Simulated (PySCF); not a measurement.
Choosing a molecule for a target property.

Species are written as SMILES; each is one conformer at its optimised geometry, gas phase, non-relativistic unless stated; the electronic structure was computed with PySCF and density fitting.

The conformers computed, where there is a choice (atom-mapped SMILES and torsion angles):
- `[CH3:1]/[C:2]([F:3])=[P:4]\[c:5]1[cH:6][cH:7][n:8][cH:9][cH:10]1`: C2–P4–C5–C6 -122°
- `[CH3:1][C:2](=[S:3])[c:4]1[cH:5][cH:6][cH:7][cH:8][c:9]1[CH3:10]`: C1–C2–C4–C5 -33°
- `[CH3:1]/[C:2](=[CH:3]/[N:4]([SiH3:5])[SiH3:6])[CH2:7][O:8][SiH3:9]`: C2–C3–N4–Si5 -49°, C1–C2–C7–O8 -71°, C2–C7–O8–Si9 -166°
- `[CH2:1]=[CH:2][CH2:3][Si@H:4]([O:5][CH3:6])[N:7]([SiH3:8])[SiH3:9]`: C1–C2–C3–Si4 -106°, C2–C3–Si4–O5 -64°, C3–Si4–O5–C6 -172°, C3–Si4–N7–Si8 -99°
- `[CH3:1][CH:2]([CH3:3])[P@@:4]([CH3:5])(=[O:6])[C:7]([F:8])([F:9])[F:10]`: C1–C2–P4–C5 171°, C2–P4–C7–F8 164°
- `[CH2:1]=[C:2]([F:3])[Si:4]1([CH2:5][O:6][CH3:7])[SiH2:8][O:9][SiH2:10]1`: C1–C2–Si4–C5 180°, C2–Si4–C5–O6 -179°, Si4–C5–O6–C7 179°

**Question.** Wanted: smallest rotational constant above 0.63 GHz (GFN2-xTB) and HOMO energy below -7.6 eV (PBE0/pcSseg-1), at GFN2-xTB geometries. Which candidate meets both?
A. `Cc1ccccc1C(=S)C`
B. `c1c(/P=C(\C)F)ccnc1`
C. `FC(F)(F)[P@@](=O)(C)C(C)C`
D. `C/C(=C/N([SiH3])[SiH3])CO[SiH3]`
E. `C=CC[Si@H](OC)N([SiH3])[SiH3]`

**Answer.** C. Computed values:
| species | smallest rotational constant | HOMO energy |
| --- | --- | --- |
| C/C(=C/N([SiH3])[SiH3])CO[SiH3] | 0.429 GHz | -6.31 eV |
| C=CC[Si@H](OC)N([SiH3])[SiH3] | 0.524 GHz | -6.92 eV |
| c1c(/P=C(\C)F)ccnc1 | 0.599 GHz | -7.16 eV |
| Cc1ccccc1C(=S)C | 0.668 GHz | -6.19 eV |
| FC(F)(F)[P@@](=O)(C)C(C)C | 0.808 GHz | -8.14 eV |

**Question.** Wanted: dipole moment above 1.7 D (PBE0/pcSseg-1) and HOMO–LUMO gap below 5 eV (PBE0/pcSseg-1), at GFN2-xTB geometries. Which candidate meets both?
A. `C/C(=P\c1ccncc1)F`
B. `C/C(=C/N([SiH3])[SiH3])CO[SiH3]`
C. `CC(C)[P@@](C)(=O)C(F)(F)F`
D. `C=CC[Si@H](OC)N([SiH3])[SiH3]`
E. `C=C(F)[Si]1(COC)[SiH2]O[SiH2]1`
F. `CC(=S)c1ccccc1C`

**Answer.** F. Computed values:
| species | dipole moment | HOMO–LUMO gap |
| --- | --- | --- |
| C/C(=C/N([SiH3])[SiH3])CO[SiH3] | 0.87 D | 6.33 eV |
| C=CC[Si@H](OC)N([SiH3])[SiH3] | 1.26 D | 7.00 eV |
| C/C(=P\c1ccncc1)F | 1.55 D | 5.33 eV |
| C=C(F)[Si]1(COC)[SiH2]O[SiH2]1 | 1.88 D | 6.14 eV |
| CC(=S)c1ccccc1C | 2.69 D | 3.83 eV |
| CC(C)[P@@](C)(=O)C(F)(F)F | 4.17 D | 8.91 eV |
